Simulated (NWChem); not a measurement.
System: C3H4BFO; SMILES C=C1OCB1F

Here is an NWChem input.

```
start job
memory heap 200 mb stack 900 mb global 1100 mb
geometry units angstroms noautosym nocenter noautoz
  C      1.354230    -1.618357     0.000000
  C      0.360640    -0.703346     0.000000
  O     -1.010421    -0.986100     0.000000
  C     -1.472011     0.417165     0.000000
  B      0.065191     0.829003     0.000000
  F      0.757249     1.956374     0.000000
  H      1.148664    -2.700228     0.000000
  H      2.398355    -1.276611     0.000000
  H     -2.081571     0.636069    -0.903342
  H     -2.081571     0.636069     0.903342
end
basis spherical
  C library def2-svp
  O library def2-svp
  B library def2-svp
  F library def2-svp
  H library def2-svp
end
dft
  xc xpbe96 cpbe96
  iterations 150
end
property
  efieldgrad
end
task dft property
```

Excerpt of the output:

```
             Northwest Computational Chemistry Package (NWChem) 7.3.0
             --------------------------------------------------------

                             Geometry "geometry" -> ""
                             -------------------------

 Output coordinates in angstroms (scale by  1.889725989 to convert to a.u.)

  No.       Tag          Charge          X              Y              Z
 ---- ---------------- ---------- -------------- -------------- --------------
    1 C                    6.0000     1.35423000    -1.61835700     0.00000000
    2 C                    6.0000     0.36064000    -0.70334600     0.00000000
    3 O                    8.0000    -1.01042100    -0.98610000     0.00000000
    4 C                    6.0000    -1.47201100     0.41716500     0.00000000
    5 B                    5.0000     0.06519100     0.82900300     0.00000000
    6 F                    9.0000     0.75724900     1.95637400     0.00000000
    7 H                    1.0000     1.14866400    -2.70022800     0.00000000
    8 H                    1.0000     2.39835500    -1.27661100     0.00000000
    9 H                    1.0000    -2.08157100     0.63606900    -0.90334200
   10 H                    1.0000    -2.08157100     0.63606900     0.90334200

 Effective nuclear repulsion energy (a.u.)     204.7239857567

  pbe96 is a nonlocal functional; adding pw91lda local functional.
                              NWChem Property Module
                              ----------------------

  itol2e modified to match energy
  convergence criterion.

                                 NWChem DFT Module
                                 -----------------

 Summary of "ao basis" -> "ao basis" (spherical)
 ------------------------------------------------------------------------------
       Tag                 Description            Shells   Functions and Types
 ---------------- ------------------------------  ------  ---------------------
 C                          def2-svp                 6       14   3s2p1d
 O                          def2-svp                 6       14   3s2p1d
 B                          def2-svp                 6       14   3s2p1d
 F                          def2-svp                 6       14   3s2p1d
 H                          def2-svp                 3        5   2s1p

  itol2e modified to match energy
  convergence criterion.

            General Information
            -------------------
          SCF calculation type: DFT
          Wavefunction type:  closed shell.
          No. of atoms     :    10
          No. of electrons :    44
           Alpha electrons :    22
            Beta electrons :    22
          Charge           :     0
          Spin multiplicity:     1
          Use of symmetry is: off; symmetry adaption is: off
          Maximum number of iterations: 150
          AO basis - number of functions:   104
                     number of shells:    48
          Convergence on energy requested:  1.00D-07
          Convergence on density requested:  1.00D-05
          Convergence on gradient requested:  5.00D-04

              XC Information
              --------------
          PerdewBurkeErnzerhof Exchange Functional  1.000
            Perdew 1991 LDA Correlation Functional  1.000 local
           PerdewBurkeErnz. Correlation Functional  1.000 non-local

[...]

          -----------------------
          Electric field gradient
          -----------------------

 1 a.u. = 0.324123 10**(16) esu/cm**3  ( or statvolts/cm**2 ) = 0.97174 10**(22) v/m**2

 ------------------------------------------------------------
   Atom      X         Y         Z
 ------------------------------------------------------------
    1 C    2.55912  -3.05825   0.00000
 ------------------------------------------------------------

 Electric field gradient in molecular frame (a.u.)
         XX             YY             ZZ             XY             XZ             YZ
 ------------------------------------------------------------------------------------------
        0.083217       0.070751      -0.153968      -0.023181      -0.000000      -0.000000

 Principal components (a.u.) and orientation
 of principal axis w.r.t. absolute frame                      Asymmetry parameter eta
 --------------------------------------------------------------------------------------
       -0.153968       0.100989       0.052979                       0.311814

        0.000000       0.793612       0.608425
        0.000000      -0.608425       0.793612
        1.000000      -0.000000      -0.000000

 ------------------------------------------------------------
   Atom      X         Y         Z
 ------------------------------------------------------------
    2 C    0.68151  -1.32913   0.00000
 ------------------------------------------------------------

 Electric field gradient in molecular frame (a.u.)
         XX             YY             ZZ             XY             XZ             YZ
 ------------------------------------------------------------------------------------------
       -0.169330       0.309099      -0.139769      -0.185906      -0.000000      -0.000000

 Principal components (a.u.) and orientation
 of principal axis w.r.t. absolute frame                      Asymmetry parameter eta
 --------------------------------------------------------------------------------------
        0.372844      -0.233075      -0.139769                       0.250256

       -0.324352       0.945937      -0.000000
        0.945937       0.324352      -0.000000
        0.000000       0.000000       1.000000

 ------------------------------------------------------------
   Atom      X         Y         Z
 ------------------------------------------------------------
    3 O   -1.90942  -1.86346   0.00000
 ------------------------------------------------------------

 Electric field gradient in molecular frame (a.u.)
         XX             YY             ZZ             XY             XZ             YZ
 ------------------------------------------------------------------------------------------
       -1.020970      -0.463738       1.484708       0.684278      -0.000000      -0.000000

 Principal components (a.u.) and orientation
 of principal axis w.r.t. absolute frame                      Asymmetry parameter eta
 --------------------------------------------------------------------------------------
        1.484708      -1.481180      -0.003528                       0.995247

       -0.000000       0.829791       0.558074
       -0.000000      -0.558074       0.829791
        1.000000       0.000000       0.000000

 ------------------------------------------------------------
   Atom      X         Y         Z
 ------------------------------------------------------------
    4 C   -2.78170   0.78833   0.00000
 ------------------------------------------------------------

 Electric field gradient in molecular frame (a.u.)
         XX             YY             ZZ             XY             XZ             YZ
 ------------------------------------------------------------------------------------------
        0.252076      -0.364295       0.112218       0.183488      -0.000000      -0.000000

 Principal components (a.u.) and orientation
 of principal axis w.r.t. absolute frame                      Asymmetry parameter eta
 --------------------------------------------------------------------------------------
       -0.414782       0.302564       0.112218                       0.458905

       -0.265294       0.964168       0.000000
        0.964168       0.265294      -0.000000
        0.000000      -0.000000       1.000000

 ------------------------------------------------------------
   Atom      X         Y         Z
 ------------------------------------------------------------
    5 B    0.12319   1.56659   0.00000
 ------------------------------------------------------------

 Electric field gradient in molecular frame (a.u.)
         XX             YY             ZZ             XY             XZ             YZ
 ------------------------------------------------------------------------------------------
        0.220423       0.149961      -0.370385      -0.083000       0.000000       0.000000

 Principal components (a.u.) and orientation
 of principal axis w.r.t. absolute frame                      Asymmetry parameter eta
 --------------------------------------------------------------------------------------
       -0.370385       0.275360       0.095025                       0.486886

       -0.000000       0.833885       0.551938
       -0.000000      -0.551938       0.833885
        1.000000       0.000000       0.000000

 ------------------------------------------------------------
   Atom      X         Y         Z
 ------------------------------------------------------------
    6 F    1.43099   3.69701   0.00000
 ------------------------------------------------------------

 Electric field gradient in molecular frame (a.u.)
         XX             YY             ZZ             XY             XZ             YZ
 ------------------------------------------------------------------------------------------
        0.512410      -0.513797       0.001387      -1.014122      -0.000000      -0.000000

[...]
```

Level: PBE/def2-SVP. Coordinates come from a PBE-D3(BJ)/def2-SVP optimisation. NWChem prints the field gradient with the sign opposite to the second derivative of the potential.
